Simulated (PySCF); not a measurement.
# Deuteron quadrupole couplings in `CO[C@@H]1C=NN([SiH3])C1`

Species: C4H10N2OSi.
Geometry (GFN2-xTB, Å), atoms numbered from 1 in this order:
```xyz
18
C4H10N2OSi angstrom
C     -2.790    0.308    0.388
O     -1.780   -0.662    0.292
C     -0.878   -0.448   -0.772
C     -0.005   -1.671   -0.964
N      1.235   -1.433   -0.828
N      1.461   -0.135   -0.573
Si     3.027    0.430   -0.097
C      0.207    0.610   -0.483
H     -3.427    0.005    1.217
H     -2.382    1.305    0.590
H     -3.385    0.352   -0.533
H     -1.446   -0.218   -1.689
H     -0.379   -2.652   -1.175
H      3.942   -0.594   -0.572
H      3.189    1.735   -0.750
H      3.103    0.625    1.357
H      0.086    1.022    0.523
H      0.213    1.428   -1.207
```

Level: PBE0/pcSseg-1 (PySCF, non-relativistic); Q(2H) = 0.00286 b; rigid geometry, the same for H and D, with no vibrational averaging.

Task: Rank these positions by the coupling χzz of a deuteron there, largest first.
A. H13 (hydrogen on a C=N carbon)
B. H14 (Si–H hydrogen)
C. H9 (methyl hydrogen)
D. H15 (Si–H hydrogen)
E. H17 (methylene hydrogen)
F. H11 (methyl hydrogen)

Result: A (233 kHz), C (206 kHz), E (199 kHz), F (194 kHz), B (113 kHz), D (106 kHz).

Task: Give the electric field gradient Vzz (the principal value of largest size), its asymmetry and the 2H coupling at each hydrogen.

Result: 
| atom | bonded to | bond length (Å) | Vzz (au) | η | χzz (kHz) |
| --- | --- | --- | --- | --- | --- |
| H9 | C1 | 1.088 | 0.3069 | 0.06 | 206 |
| H10 | C1 | 1.096 | 0.2911 | 0.08 | 196 |
| H11 | C1 | 1.098 | 0.2888 | 0.08 | 194 |
| H12 | C3 | 1.103 | 0.2761 | 0.06 | 186 |
| H13 | C4 | 1.071 | 0.3465 | 0.08 | 233 |
| H14 | Si7 | 1.453 | 0.1688 | 0.01 | 113 |
| H15 | Si7 | 1.468 | 0.1574 | 0.04 | 106 |
| H16 | Si7 | 1.469 | 0.1558 | 0.03 | 105 |
| H17 | C8 | 1.094 | 0.2962 | 0.06 | 199 |
| H18 | C8 | 1.092 | 0.2997 | 0.03 | 201 |

Task: Average by the element that carries the hydrogen.

Result: on C: 202 kHz over 7 positions, mean bond length 1.092 Å; on Si: 108 kHz over 3 positions, mean bond length 1.463 Å.

Task: How does χzz go with the bond length over the 7 C–H bonds?

Result: A straight-line fit has a slope of -14.6 kHz for each 0.01 Å, with a correlation coefficient of -1.00, over lengths from 1.071 to 1.103 Å. The longer bonds have the smaller couplings here.

Task: A static deuteron (I = 1) shows a doublet split by (3/2)χ, (3/4)χ(1 + η) and (3/4)χ(1 − η) with the field along z, y and x of the gradient. What are these for H14?

Result: With |χ| = 113.4 kHz and η = 0.009: 170, 86 and 84 kHz, to first order and without motion.

Geometry: GFN2-xTB, one conformer, isolated molecule. GFN2-xTB bond lengths can be off by several hundredths of an ångström, more for odd bonds, and the gradients follow them. The small basis limits the accuracy of the gradients.

These values come from a run that also computed NMR shieldings. Cost: about 90 s of CPU time on one thread; the machine was shared, so the figure is rough.
